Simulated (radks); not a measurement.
The numbers below are computed, except where a source is named.
Problem. Isoelectronic series with 38 electrons, each ion in its NIST ground configuration. Level of theory: scalar-relativistic Kohn-Sham, PBE, spin-polarised, spherical densities, point nucleus; open shells are filled with parallel spins first (spin-orbit coupling, left out, can overturn this in heavy ions) (a radial shooting solver on a logarithmic mesh with Libxc functionals). Total energies (hartree) and orbital eigenvalues (eV) (* marks an orbital that is empty in some or all of the ions):

| ion | configuration | E (hartree) | 5s* | 4p | 4s | 3d |
|---|---|---|---|---|---|---|
| Sr | [Kr] 5s2 | -3179.49289 | -3.5262 | -22.8221 | -40.9004 | -128.0152 |
| Zr2+ | [Kr] 4d2 | -3597.82113 | -16.4626 | -47.4584 | -69.4333 | -189.2375 |
| Nb3+ | [Kr] 4d2 | -3817.97517 | -26.0160 | -65.3079 | -89.5395 | -227.7286 |
| Mo4+ | [Kr] 4d2 | -4045.39802 | -37.0984 | -85.4594 | -112.0290 | -269.9362 |
| Tc5+ | [Kr] 4d2 | -4280.10572 | -49.5966 | -107.7288 | -136.7075 | -315.6498 |
| Ru6+ | [Kr] 4d2 | -4522.12046 | -63.4473 | -132.0193 | -163.4754 | -364.7521 |
| Pd8+ | [Kr] 4d2 | -5028.17958 | -95.0566 | -186.4480 | -223.0675 | -472.8469 |
| Ag9+ | [Kr] 4d2 | -5292.28552 | -112.7680 | -216.5198 | -255.8312 | -531.7495 |
| Cd10+ | [Kr] 4d2 | -5563.82077 | -131.7301 | -248.4679 | -290.5499 | -593.8475 |
| In11+ | [Kr] 4d2 | -5842.82177 | -151.9327 | -282.2780 | -327.2138 | -659.1185 |
| Sn12+ | [Kr] 4d2 | -6129.32693 | -173.3686 | -317.9395 | -365.8175 | -727.5450 |
| Sb13+ | [Kr] 4d2 | -6423.37656 | -196.0330 | -355.4447 | -406.3585 | -799.1129 |
| Te14+ | [Kr] 4d2 | -6725.01278 | -219.9226 | -394.7880 | -448.8372 | -873.8108 |
| I15+ | [Kr] 4d2 | -7034.27953 | -245.0359 | -435.9657 | -493.2556 | -951.6296 |
| Xe16+ | [Kr] 4d2 | -7351.22258 | -271.3723 | -478.9753 | -539.6180 | -1032.562 |
| Cs17+ | [Kr] 4d2 | -7675.8895 | -298.9326 | -523.8156 | -587.9296 | -1116.601 |
| Ba18+ | [Kr] 4d2 | -8008.3296 | -327.7181 | -570.4864 | -638.1972 | -1203.744 |

Estimate the row of Rh7+ ([Kr] 4d2).

Solution. E (hartree) -4771.46859; 5s* -78.6098; 4p -158.2721; 4s -192.2743; 3d -417.1685.
